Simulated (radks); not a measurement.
Results of a calculation; reference values are marked as such.
Task: Species: the phosphorus ion P8+. Configuration: [He] 2s2 2p3. Level of theory: non-relativistic Kohn-Sham, BLYP, spin-polarised, spherical densities, point nucleus; open shells are filled with parallel spins first (a radial shooting solver on a logarithmic mesh with Libxc functionals). Some entries of the table are withheld. Estimate them.

orbital  occ.  eigenvalue (hartree)  r(max) (bohr)
1s up       1             -86.21736            (1)
1s down     1             -85.95759            (2)
2s up       1             -14.25483         0.3986
2s down     1             -13.74024         0.4022
2p up       3             -12.77692            (3)
2p down     0             -12.18727            (4)

Result: 
(1) 1s up r(max) (bohr): 0.06802
(2) 1s down r(max) (bohr): 0.06793
(3) 2p up r(max) (bohr): 0.3261
(4) 2p down r(max) (bohr): 0.3308
